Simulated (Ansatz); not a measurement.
Input file for Ansatz (a program for electronic structure): R-CCSD(T)/cc-pVTZ on BF (SMILES [B]F), 2S+1 = 1, a spin state set in the input, which need not be the lowest.

Ansatz 0.2 input:
```yaml
crystal:
  periodic: [false, false, false]
  atoms:
    - {symbol: B, position_ang: [-0.00000000, -0.00000000, -0.81316192]}
    - {symbol: F, position_ang: [0.00000000, 0.00000000, 0.45175662]}
basis:
  gaussian:
    orbitals: cc-pVTZ
magnetization: {spin_polarized: false}
correlation: {method: ccsd_t, electrons: outside_noble_gas}
scf: {omitted_lower_state_checks: [cluster_reference]}
```

Program output:

```
Functional definition: HF
[...]
these checks for a lower state are left out or cut short: cluster_reference
integrals: 0.02 GiB planned
374 factors; integrals over basis functions are off by at most 1.0e-3 eV
mean field: 0.07 GiB planned
mean field evaluation 1: about -3377.5204 eV, gradient 2.3e1 eV
mean field evaluation 2: about -3377.5221 eV, gradient 2.3e1 eV
mean field evaluation 4: about -3378.4404 eV, gradient 1.5e0 eV
mean field evaluation 8: about -3378.4510 eV, gradient 2.3e-5 eV
mean field -3378.45098674 eV, -124.1557837664 hartree, gradient 1.5e-6 eV, S^2 0.000000; 0 other end points of the search recorded, 0 dependent functions left out
2 core orbitals not correlated
reference -3378.45098674 eV, -124.1557837664 hartree; 5, 5 occupied and 53, 53 virtual orbitals, 374 factors
second order -8.78503219 eV of doubles, -0.00000000 eV of singles
coupled cluster: 0.09 GiB planned
cycle   1  -8.77572669 eV  change    9.3e-3 eV  update   8.1e-2
cycle   2  -9.04021633 eV  change   -2.6e-1 eV  update   3.1e-2
cycle   3  -9.13313756 eV  change   -9.3e-2 eV  update   1.7e-2
cycle   4  -9.11746287 eV  change    1.6e-2 eV  update   3.1e-3
cycle   5  -9.11859720 eV  change   -1.1e-3 eV  update   1.0e-3
cycle   6  -9.11892992 eV  change   -3.3e-4 eV  update   2.5e-4
cycle   7  -9.11875808 eV  change    1.7e-4 eV  update   7.8e-5
cycle   8  -9.11877979 eV  change   -2.2e-5 eV  update   2.4e-5
cycle   9  -9.11879243 eV  change   -1.3e-5 eV  update   7.1e-6
cycle  10  -9.11878994 eV  change    2.5e-6 eV  update   2.2e-6
perturbative correction -0.29862427 eV, -0.0109742397 hartree
Total energy: -3387.86840095 eV, -124.5018673554 hartree
Checks for a lower state left out: cluster_reference
```

The calculation finished and met its thresholds.

Cost: around 0.8 core-seconds (rough).
